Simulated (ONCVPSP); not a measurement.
Ti (Z = 22): one change to an ONCV potential, before and after

* Element: titanium (Ti)
* Generator: ONCVPSP 4.0.1
* Type: optimised norm-conserving Vanderbilt (ONCV)
* Functional: PBEsol
* Relativity: scalar-relativistic
* Frozen core: [Ne]
* Valence charge: 12
* Reference configuration: 3s2 3p6 3d2 (charge +2)
* Partial waves: 3s: rc 0.95 bohr, ncon 4, nbas 7, qcut 7.9 1/bohr, 2 projectors, debl 0.9 Ha; 3p: rc 1.25 bohr, ncon 5, nbas 8, qcut 12.5 1/bohr, 2 projectors, debl 1.3 Ha; 3d: rc 1.70 bohr, ncon 3, nbas 7, qcut 10.7 1/bohr, 2 projectors, debl 0.3 Ha
* Local potential: polynomial inside 0.85 bohr (lpopt 5, dvloc0 0 Ha)
* Core correction: Teter function fitted to the true core (icmod 2), fcfact 0.5

In the s channel the program set the typed energies aside and used -2.878, 0.250 Ha. In the p channel the program set the typed energies aside and used -2.008, 0.250 Ha. In the d channel the program set the typed energies aside and used -0.721, 0.250 Ha.

Change: p: qcut 9.1.

Cutoffs: the cutoffs (Ha) at which the residual kinetic energy of the hardest occupied pseudo-wave falls to 1 and 0.1 mHa per electron; they do not see the model core or the augmentation charge, which bear on the density cutoff. Errors are all-electron minus pseudo energies relative to the spin-unpolarised reference configuration.

Predict the effect on cutoff, ghosts and configuration errors.

The potential gets neither clearly harder nor softer (56 Ha and 121 Ha → 56 Ha and 121 Ha); the s channel sets the loose cutoff, while the largest relative change is in p, which becomes softer; the errors of the 4 common tests hardly move; neither file shows a bound ghost.

| quantity | base | changed |
| --- | --- | --- |
| cutoff, loose | 56 Ha | 56 Ha |
| cutoff, tight | 121 Ha | 121 Ha |
| loose cutoff by channel | s 56 Ha, p 46 Ha, d 36 Ha | s 56 Ha, p 29 Ha, d 36 Ha |
| bound ghosts | none | none |
| GHOST(+) flags under 300 eV | none | none |
| error for 3s2 3p6 3d2 4s2, meV [ΔE -20.83 eV] | +2.7 | +2.7 |
| error for 3s2 3p6 3d2 4s1, meV [ΔE -13.47 eV] | +1.2 | +1.2 |
| error for 3s2 3p6 3d1, meV [ΔE 26.90 eV] | +43 | +44 |
| error for 3s2 3p6 3d2.5 4s1.5, meV [ΔE -20.48 eV] | +0.8 | +0.8 |
| s: phases at 0.96 bohr within 0.05 rad from the reference energy up to (Ha; the scan ends near 5) | to the end of the scan | to the end of the scan |
| p: phases at 1.27 bohr within 0.05 rad from the reference energy up to (Ha; the scan ends near 5) | to the end of the scan | to the end of the scan |
| d: phases at 1.73 bohr within 0.05 rad from the reference energy up to (Ha; the scan ends near 5) | to the end of the scan | to the end of the scan |
| rms error of d²Exc/dni dnj with the model core, mHa | 1.47 | 1.48 |
